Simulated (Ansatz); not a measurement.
`C#[C][GaH][Cl]` + H₂ → `C#[C][GaH2]` + HCl at 298.15 K and 1 bar (hydrogenolysis of a Ga–Cl bond).

Gas-phase electronic energies from Ansatz, PBE0-D4/def2-TZVP geometries. CCSD(T)/CBS adds triple-zeta CCSD(T) − MP2 to the extrapolated MP2 energy (def2 sets, frozen cores). This one scheme is used for every species. For Ga outer-core shells are correlated without core-valence functions, which leaves a few kJ/mol of doubt a bond. Scalar relativity is left out up to krypton.

| species | CCSD(T)/CBS energy (Eh) | H − E (kJ/mol) | S (J/(mol·K)) |
| --- | --- | --- | --- |
| `C#[C][GaH][Cl]` | -2461.01543 | 87.6 | 325.8 |
| H₂ | -1.17544 | 35.1 | 130.4 |
| `C#[C][GaH2]` | -2001.76834 | 98.0 | 284.1 |
| HCl | -460.38127 | 26.6 | 186.8 |

H − E and S are ideal-gas, rigid-rotor, harmonic terms from PBE0-D4/def2-TZVP. The MP2-based limit puts H₂ 0.8 mEh under its directly extrapolated value; such offsets cancel only in part. 1 Eh = 2625.50 kJ/mol, R = 8.31446 J/(mol·K).

Q: By hand: ΔE, ΔH, ΔS and ΔG.

A: ΔE = (-2001.76834) + (-460.38127) − (-2461.01543) − (-1.17544) = 0.04126 Eh = 108.3 kJ/mol. Δ(H − E) = 98.0 + 26.6 − 87.6 − 35.1 = 1.9, so ΔH = 110.2 kJ/mol. ΔS = 284.1 + 186.8 − 325.8 − 130.4 = 14.7 J/(mol·K). ΔG = 110.2 − 298.15 × (14.7)/1000 = 105.8 kJ/mol.

Q: By hand: the equilibrium constant, and the temperature at which ΔG would vanish if ΔH and ΔS stayed fixed.

A: log₁₀ K = −ΔG/(RT ln 10) = -18.5. ΔG = 0 at ΔH/ΔS = 7497 K, far beyond where these terms or the molecules hold.

The number of gas molecules stays the same, so ΔS is small and ΔH decides. A doubt of 5 kJ/mol in ΔE shifts log₁₀ K by 0.9 here. These are equilibria of isolated gas molecules and say nothing of rates. Largest T1 diagnostic: 0.014 (customary marks: 0.02 for closed shells, 0.045 for open ones).
